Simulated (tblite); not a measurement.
Run record: tight-binding relaxation, `C=[CH][GeH2][BH]C(C)C`.

Computed with GFN2-xTB geometry optimisation, gas phase (tblite 0.8.0). Start geometry: from a force field or distance geometry. A driver script takes a list of jobs; this job's settings line and coordinates (Å) are shown.

Command:
```bash
OMP_NUM_THREADS=1 python probes_run.py task.json out
```

Input:
```
{"job": {"kind": "relax", "xc": "GFN2-xTB", "basis": "xTB"}, "charge": 0, "multiplicity": 1}
C     -4.068900    -0.439600    -0.382800
C     -2.916400    -0.583000     0.231500
Ge    -1.296400    -0.130900    -0.697500
B      0.372400    -0.698800     0.286200
C      1.691700    -0.117900    -0.332700
C      1.504500     1.400600    -0.307700
C      2.935400    -0.429000     0.414800
H     -4.159100    -0.061300    -1.393400
H     -4.978600    -0.711000     0.181200
H     -2.910400    -0.969200     1.272700
H     -1.290700     1.404000    -0.894000
H     -1.263500    -0.910500    -2.056600
H      0.317800    -1.141000     1.401900
H      1.739200    -0.388100    -1.417100
H      1.060300     1.624900     0.677600
H      2.517800     1.833100    -0.437300
H      0.882700     1.771600    -1.139400
H      3.728700     0.257100     0.031100
H      3.254900    -1.477300     0.228000
H      2.873500    -0.223100     1.511000
```

Output:
```
step      E/eV     max force
  0    -554.86439    2.053
  1    -555.03891    0.767
  2    -555.12338    0.645
  3    -555.20239    0.640
  4    -555.26187    0.586
  5    -555.29842    0.443
  6    -555.32705    0.552
  7    -555.35294    0.382
  8    -555.36849    0.237
  9    -555.37952    0.241
... (265 lines left out)
275    -555.60300    0.028
276    -555.60311    0.019
277    -555.60319    0.020
278    -555.60326    0.018
279    -555.60332    0.017
280    -555.60336    0.011
281    -555.60338    0.011
282    -555.60340    0.010
283    -555.60342    0.012
284    -555.60343    0.009
```

«max force» is the largest atomic force in eV/Å.

Q: From which step on does the largest force stay under 0.1 eV/Å, and how much energy is left to gain from there?

A: From step 217 (0.057 eV/Å), 9.1 meV above the end.

In short: energy lowered by 17.0 kcal/mol over 284 steps; largest atomic force 0.009 eV/Å at the end.

Q: Where do the atoms end?

A: 1.656 Å rms from the input after alignment:
```
atom  x, y, z in Å
C1    -2.7273    0.2820    0.8397
C2    -2.1644   -0.7513    0.2378
Ge3   -1.1765   -0.6713   -1.4550
B4     0.7837   -1.0286   -1.1405
C5     1.7022    0.0311   -0.4276
C6     1.3060    1.4924   -0.6420
C7     1.5886   -0.3080    1.0746
H8    -2.6995    1.2687    0.4041
H9    -3.2458    0.1977    1.7842
H10   -2.2154   -1.7241    0.7141
H11   -1.5602    0.6500   -2.0666
H12   -1.8734   -1.6692   -2.3476
H13    1.2274   -2.0921   -1.3483
H14    2.7589   -0.0797   -0.6986
H15    0.2827    1.6571   -0.3060
H16    1.9615    2.1606   -0.0851
H17    1.3678    1.7524   -1.6972
H18    2.2005    0.3782    1.6571
H19    1.9225   -1.3239    1.2743
H20    0.5554   -0.2113    1.4062
```

On one thread of an Intel Xeon at 2.50 GHz, no GPU, shared host with 64 logical CPUs at a one-minute load of 26, this took 9.5 s wall, 6.3 s CPU.
Labels such as C1 count atoms from 1, the log's own numbers from 0.
